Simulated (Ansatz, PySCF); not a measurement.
Molecule: C3H8FGe (charge 0, doublet). SMILES: [CH2][Ge]([CH3])([CH3])[F]
Geometry from a B3LYP-D3(BJ)/def2-TZVP (Ansatz, a program for electronic structure) optimisation:
```
Ge
F 1 1.7727
C 1 1.9283 2 106.38
H 3 1.0836 1 122.21 2 -90.15
H 3 1.0836 4 115.55 1 -177.39
C 1 1.9513 2 104.84 3 -119.31
H 6 1.0895 1 109.93 2 -58.49
H 6 1.0896 7 108.78 1 -120.40
H 6 1.0906 7 108.89 8 -118.47
C 1 1.9515 2 104.75 6 -121.38
H 10 1.0896 1 109.91 2 58.43
H 10 1.0896 11 108.78 1 120.38
H 10 1.0906 11 108.91 12 118.47
```
Charge 0, spin multiplicity 2.

Quantity: atomisation energy, in kcal/mol. Conventions: LANL2DZ with its own core potentials from Na on; 6-31G* and kin with 6d, 5d where marked; dispersion terms only where a functional's name holds one; UHF or UKS for open shells; valence correlation only (noble-gas shells and the d and f shells of earlier blocks); atomisation electronic, to ground-state atoms; spin-orbit terms left out; non-relativistic. First-principles rows: single points at B3LYP-D3(BJ) geometries (Ansatz).

| level | program | atomisation energy (kcal/mol) |
|---|---|---|
| HF/LANL2DZ | Ansatz | 819.6 |
| SVWN5/6-31G* with LANL2DZ past Ar | Ansatz | 1278.6 |
| PBE/3-21G | Ansatz | 1184.3 |
| B3LYP/6-31G* | Ansatz | 1122.8 |
| B3LYP/def2-SVP | Ansatz | 1127.8 |
| B3LYP/6-31G* with LANL2DZ past Ar | Ansatz | 1126.1 |
| M06-2X/6-31G* with LANL2DZ past Ar (5d) | PySCF | 1135.4 |
| MP2/3-21G | Ansatz | 1021.0 |
| wB97X-V/def2-TZVPD | Ansatz | 1140.0 |

No value to compare with is used here. The 8 habitual levels span 819.6 (HF/LANL2DZ) to 1278.6 kcal/mol (SVWN5/6-31G* with LANL2DZ past Ar); wB97X-V/def2-TZVPD gives 1140.0.

The levels are drawn from those run, B3LYP/6-31G* more often than the rest, none by its result; left out are runs that failed, that the program found above a lower state of the same kind, or whose <S^2> lies over 0.5 above the pure value.
